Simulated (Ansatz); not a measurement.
This geometry of H2O + H4Sn (8 atoms, charge 0, multiplicity 1) is a first-order saddle point.

Method: Ansatz, RKS B3LYP-D4/def2-SVP.

```xyz
8
Properties=species:S:1:pos:R:3
Sn -0.206 0.039 -0.264
H -0.352 0.727 1.777
H 1.302 -0.644 0.196
H -0.194 1.655 -0.827
H -0.862 -0.985 -1.500
O -2.021 -0.354 0.939
H -2.298 -1.264 1.143
H -1.265 0.197 1.682
```

**Question.** Which two structures does it join? (They come from a converged band through this point; their orientation in space is the band's.)

**Answer.** Bonds broken: Sn1–H2, O6–H8. Bonds formed: Sn1–O6, H2–H8. H2O + H4Sn becomes H2 + H4OSn.

Initial state:

```xyz
8
Properties=species:S:1:pos:R:3
Sn 0.335 0.044 -0.130
H 0.393 -0.071 1.584
H 1.968 -0.023 -0.695
H -0.350 1.527 -0.638
H -0.492 -1.306 -0.795
O -2.586 0.031 1.008
H -2.802 -0.901 0.863
H -2.363 0.069 1.949
```

Final state:

```xyz
8
Properties=species:S:1:pos:R:3
Sn -0.180 -0.075 -0.877
H -1.458 0.586 3.548
H 1.337 -0.687 -0.338
H -0.169 1.621 -1.093
H -0.719 -0.913 -2.283
O -1.544 -0.323 0.575
H -1.674 -1.254 0.809
H -1.490 0.416 2.805
```

**Question.** How far does it lie above each of them?

**Answer.** 36.2 kcal/mol above the first and 31.0 kcal/mol above the second. This is the barrier of this one path; another mechanism may lie lower. The orbitals stay closed-shell, which can raise the energy where a bond breaks towards radicals; this wasn't checked here.

Run time: 9 min on 1 thread of Arm Neoverse V1, on a shared host, peak memory 0.14 GiB.
